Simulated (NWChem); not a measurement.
All runs are NWChem calculations. System: HAlF$_{2}$, charge 1, spin multiplicity 2, at the geometry of a parent with another charge or spin, in a state set for the comparison that need not be this species' ground state. Its SCF solution wasn't tested for a lower state. Level: UB3LYP/def2-TZVPD, VWN1-RPA local correlation.

Output (cleaned and shortened):

```
             Northwest Computational Chemistry Package (NWChem) 7.3.0
             --------------------------------------------------------

                                NWChem Input Module
                                -------------------

 Scaling coordinates for geometry "geometry" by  1.889725989
 (inverse scale =  0.529177249)

 Turning off AUTOSYM since
 SYMMETRY directive was detected!

                             Geometry "geometry" -> ""
                             -------------------------

 Output coordinates in angstroms (scale by  1.889725989 to convert to a.u.)

  No.       Tag          Charge          X              Y              Z
 ---- ---------------- ---------- -------------- -------------- --------------
    1 Al                  13.0000     0.00000000     0.00000000     0.43423700
    2 H                    1.0000     0.00000000     0.00000000     1.99685700
    3 F                    9.0000     1.41433000     0.00000000    -0.42455200
    4 F                    9.0000    -1.41433000     0.00000000    -0.42455200

 Effective nuclear repulsion energy (a.u.)      97.7887196326

            Nuclear Dipole moment (a.u.)
            ----------------------------
        X                 Y               Z
 ---------------- ---------------- ----------------
     0.0000000000     0.0000000000     0.0000037795

      Symmetry information
      --------------------

 Group name             C2v
 Group number             16
 Group order               4
 No. of unique centers     3

      Symmetry unique atoms

     1    2    3


 Summary of "ao basis" -> "" (spherical)
 ------------------------------------------------------------------------------
       Tag                 Description            Shells   Functions and Types
 ---------------- ------------------------------  ------  ---------------------
 *                         def2-tzvpd                 on all atoms

                                 NWChem DFT Module
                                 -----------------

 Summary of "ao basis" -> "ao basis" (spherical)
 ------------------------------------------------------------------------------
       Tag                 Description            Shells   Functions and Types
 ---------------- ------------------------------  ------  ---------------------
 Al                        def2-tzvpd               15       43   6s5p3d1f
 H                         def2-tzvpd                5        9   3s2p
[...]
 overlap   1.000  1.000  1.000  1.000  1.000  1.000  1.000  1.000  1.000  0.797

   alpha     11     12     13     14     15     16     17     18     19     20
    beta     16     11     13     12     14     15     17     18     19     20
 overlap   0.635  0.922  0.744  1.000  1.000  0.922  0.999  0.990  0.998  0.997

   alpha     21     22     23     24     25     26     27     28     29     30
    beta     22     21     23     24     25     26     27     28     29     31
 overlap   0.988  0.997  1.000  0.997  0.997  0.992  0.998  0.998  0.993  0.997

   alpha     31     32     33     34     35     36     37     38     39     40
    beta     30     32     33     34     35     36     37     38     39     40
 overlap   0.997  0.998  0.999  0.997  0.997  0.999  0.991  0.991  0.999  0.998

   alpha     41     42     43     44     45     46     47     48     49     50
    beta     41     42     43     44     45     46     47     48     49     50
 overlap   0.998  0.995  1.000  0.995  0.996  1.000  0.991  0.999  0.999  0.999

   alpha     51     52     53     54     55     56     57     58     59     60
    beta     51     52     53     54     55     56     57     58     59     60
 overlap   0.991  1.000  1.000  0.877  0.883  0.998  0.987  0.989  0.985  0.998

   alpha     61     62     63     64     65     66     67     68     69     70
    beta     61     62     63     64     65     66     67     68     69     70
 overlap   0.985  0.999  0.999  0.999  0.996  0.997  0.997  1.000  1.000  0.999

   alpha     71     72     73     74     75     76     77     78     79     80
    beta     71     72     73     74     75     76     77     78     79     81
 overlap   0.987  1.000  0.999  0.986  1.000  1.000  1.000  0.997  0.999  0.993

   alpha     81     82     83     84     85     86     87     88     89     90
    beta     80     82     83     84     85     86     87     88     90     89
 overlap   0.997  0.999  0.994  0.999  0.998  0.999  0.998  0.951  0.946  0.999

   alpha     91     92     93     94     95     96     97     98     99    100
    beta     91     92     94     93     95     96     97     98     99    100
 overlap   0.962  0.999  0.966  0.999  1.000  1.000  1.000  0.999  0.999  1.000

   alpha    101    102    103    104    105    106    107    108    109    110
    beta    101    102    103    107    106    105    104    108    109    110
 overlap   1.000  1.000  0.900  0.978  0.993  0.899  0.712  0.709  0.978  0.957

   alpha    111    112    113    114    115    116    117    118    119    120
    beta    111    112    114    113    115    116    117    118    120    119
 overlap   0.964  0.995  0.974  0.998  0.972  0.998  1.000  0.995  0.999  0.982

   alpha    121    122    123    124    125    126    127    128    129    130
    beta    121    122    124    123    125    126    127    128    129    130
 overlap   0.988  0.982  0.988  0.995  0.977  0.978  1.000  1.000  1.000  1.000

   alpha    131    132
    beta    131    132
 overlap   1.000  1.000

     --------------------------
     Expectation value of S2:
     --------------------------
      <S2> =      0.7598 (Exact =     0.7500)

 center of mass
 --------------
 x =   0.00000000 y =   0.00000000 z =  -0.06881053

 moments of inertia (a.u.)
 ------------------
          56.664026138908           0.000000000000           0.000000000000
           0.000000000000         328.086748061135           0.000000000000
           0.000000000000           0.000000000000         271.422721922227

     Multipole analysis of the density
     ---------------------------------

     L   x y z        total         alpha         beta         nuclear
     -   - - -        -----         -----         ----         -------
     0   0 0 0      1.000000    -16.000000    -15.000000     32.000000

     1   1 0 0     -0.000000     -0.000000      0.000000      0.000000
     1   0 1 0     -0.000000     -0.000000     -0.000000      0.000000
     1   0 0 1      2.136579      0.112889      2.023686      0.000004

     2   2 0 0    -16.060262    -73.845097    -70.794651    128.579485
     2   1 1 0      0.000000      0.000000      0.000000      0.000000
     2   1 0 1      0.000000      0.000000      0.000000      0.000000
     2   0 2 0    -11.740703     -6.086132     -5.654571      0.000000
     2   0 1 1      0.000000      0.000000      0.000000      0.000000
     2   0 0 2     -8.575956    -26.126798    -17.028274     34.579116

 Task  times  cpu:        2.8s     wall:        2.8s

 Total times  cpu:        2.8s     wall:        2.8s
```

Problem. Write an NWChem input that would produce this output.

Solution. Several could match; the one computed here: 
```
start mol
memory heap 200 mb stack 900 mb global 1100 mb
charge 1
geometry units angstroms nocenter noautoz
  Al     0.000000     0.000000     0.434237
  H      0.000000     0.000000     1.996857
  F      1.414330     0.000000    -0.424552
  F     -1.414330     0.000000    -0.424552
  symmetry group C2v
end
basis spherical
  * library def2-tzvpd
end
dft
  xc b3lyp
  odft
  mult 2
  semidirect memsize 60000000 filesize 0
  iterations 100
end
task dft energy
```
